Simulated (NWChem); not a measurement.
System: CH₃Cl₃Sn; SMILES [CH3][Sn]([Cl])([Cl])[Cl]

Here is an NWChem input.

```
start job
memory heap 200 mb stack 900 mb global 1100 mb
geometry units angstroms noautosym nocenter noautoz
  C      0.000000     0.000000    -2.379227
  Sn     0.000000     0.000000    -0.253969
  Cl    -0.555779     2.094244     0.620273
  Cl    -1.535779    -1.528441     0.620273
  Cl     2.091559    -0.565803     0.620273
  H      0.851932     0.598343    -2.727744
  H      0.092214    -1.036966    -2.727744
  H     -0.944146     0.438624    -2.727744
end
basis spherical
  C library def2-svp
  Sn library def2-svp
  Cl library def2-svp
  H library def2-svp
end
ecp
  Sn library def2-ecp
end
dft
  xc xpbe96 cpbe96
  iterations 150
  vectors input atomic output neutral.movecs
end
task dft energy
charge 1
dft
  odft
  mult 2
  vectors input atomic output cation.movecs
end
task dft energy
```

All runs use the structure optimised with PBE0/def2-SVP. Not confirmed as a minimum by frequencies. def2 effective core potentials on Sn; no spin-orbit coupling.

Ions are spin-unrestricted doublets at the neutral geometry; other ion states weren't tried.

Problem. What results follow from this input? (PBE/def2-SVP with def2 effective core potentials on Sn, vertical spin-unrestricted ions.) Quantities: −ε(HOMO) (eV).

Solution. The −ε(HOMO) (eV) is 7.47.
